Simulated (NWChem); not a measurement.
Species: C2H6ClIn; SMILES [Cl][In]([CH3])[CH3]

No frequency run checked for a minimum. def2 effective core potentials on In; no spin-orbit coupling.

Task: Give the equilibrium geometry at PBE0/def2-SVP with def2 effective core potentials on In (NWChem) as an XYZ file, with the point group.

Result: point group C2v; any orientation.
```
10

In     0.0026     0.3388     0.0259
Cl     0.0058    -2.0449     0.1706
C     -2.0016     1.1114     0.0614
H     -2.0179     2.2073    -0.0130
H     -2.4851     0.8000     0.9988
H     -2.5641     0.6777    -0.7781
C      2.0048     1.1067    -0.1030
H      2.0182     2.2036    -0.1623
H      2.4896     0.6849    -0.9955
H      2.5680     0.7798     0.7832
```
